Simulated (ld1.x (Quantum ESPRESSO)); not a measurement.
## thallium (Tl): variants of one ultrasoft potential

Base potential:

Tl (Z = 81), ultrasoft, made with ld1.x (Quantum ESPRESSO) 7.5 (PBE, scalar-relativistic). Core [Xe] 4f14, reference 5d10 6s2 6p1. Waves: 6s (bound): rcut 2.05, rcutus 2.40 bohr; 6s channel at 0.05 Ry: rcut 2.05, rcutus 2.40 bohr; 6p (bound): rcut 2.20, rcutus 2.40 bohr; 6p channel at 3.35 Ry: rcut 2.20, rcutus 2.40 bohr; 5d (bound): rcut 1.90, rcutus 2.40 bohr; 5d channel at 4.05 Ry: rcut 1.90, rcutus 2.40 bohr. Local part: all-electron potential smoothed inside 1.80 bohr (lloc = -1). Core correction: Bessel-smoothed model core inside 1.85 bohr. Augmentation charge: PSQ, inside the norm-conserving radii.

All-electron outer shells of the reference configuration (PBE, scalar-relativistic, ld1.x):

| shell | level (eV) | outermost node (bohr) | outermost maximum (bohr) |
| --- | --- | --- | --- |
| 4f | -114.03 | – | 0.36 |
| 5p | -76.10 | 0.50 | 0.91 |
| 5d | -15.49 | 0.53 | 1.11 |
| 6s | -9.55 | 1.04 | 2.08 |
| 6p | -2.37 | 1.23 | 2.91 |

Cutoffs, loose and tight: the cutoffs (Ry, on a coarse ladder) from which the occupation-weighted sum of valence levels, in a spherical-Bessel basis at the reference potential, stays within 10 and 1 mRy of its value at 400 Ry. They do not see the model core or the augmentation charge, which bear on the density cutoff. Test errors are all-electron minus pseudo excitation energies from the reference, over the configurations 5d10 6s2 6p0; 5d10 6s1 6p0; 5d10 6s0 6p0; 5d10 6s0 6p3; 5d10 6s2 6p1.3; 5d9 6s0 6p0; 5d10 6s1 6p2. A dash means not determined; rows that change the core or the reference have their own tests.

A true bound ghost makes a file unfit for plane-wave use even where its test errors are small: the radial tests pick states by their node count and pass the ghost by.

Cutoffs are not given where the Bessel-basis levels miss the radial ones by over 6 mRy, ghosts where they miss by over 20 mRy; a channel whose overlap is not positive is not tested.

A file whose overlap is not positive is unfit for use, and its test errors describe a broken file.

```tsv
change	outcome	cutoff, loose	cutoff, tight	bound ghosts	largest test error (meV)
base	generated	18 Ry	35 Ry	s	-120
augmentation PSQ, radius 2.05 bohr	generated	18 Ry	35 Ry	s	-109
local potential all-electron potential smoothed inside 1.18 bohr (lloc = -1)	generated, overlap not positive	–	–	p (s not tested, overlap not positive)	-108
type PAW; local potential all-electron potential smoothed inside 2.00 bohr (lloc = -2); augmentation BESSEL, radius 1.35 bohr	generated	18 Ry	35 Ry	none	-208
core correction Bessel-smoothed model core inside 2.34 bohr	generated	18 Ry	35 Ry	s	-69
core [Kr] 4d10 4f14, valence charge 21; reference 5s2 5p6 5d10 6s2 6p1; waves now 5s (bound): rcut 1.40, rcutus 1.70 bohr; 6s (bound): rcut 1.40, rcutus 1.70 bohr; 5p (bound): rcut 1.70, rcutus 1.90 bohr; 6p (bound): rcut 1.70, rcutus 1.90 bohr; 5d (bound): rcut 1.15, rcutus 1.35 bohr; 5d channel at 4.05 Ry: rcut 1.15, rcutus 1.35 bohr; local potential all-electron potential smoothed inside 1.45 bohr (lloc = -1); core correction none	generated, overlap not positive	–	–	not determined (overlap not positive)	-53 over the solved tests; test run stopped at test 6 of 7 (negative rho)
all radii but the core radius scaled by about 0.88 (s 2.12, p 2.12, d 2.12 bohr, rcut 1.82/1.94/1.68); local potential all-electron potential smoothed inside 1.60 bohr (lloc = -1)	generated	25 Ry	40 Ry	s, p	-168
```

Task: What comes out with this change to the base: fully relativistic?

Result: outcome: generated; cutoff, loose: 18 Ry; cutoff, tight: 35 Ry; bound ghosts: s; largest test error (meV): -87.

Task: What comes out with this change to the base: reference 5d10 6s1.5 6p1.5?

Result: outcome: generated; cutoff, loose: 18 Ry; cutoff, tight: 35 Ry; bound ghosts: s; largest test error (meV): -59.
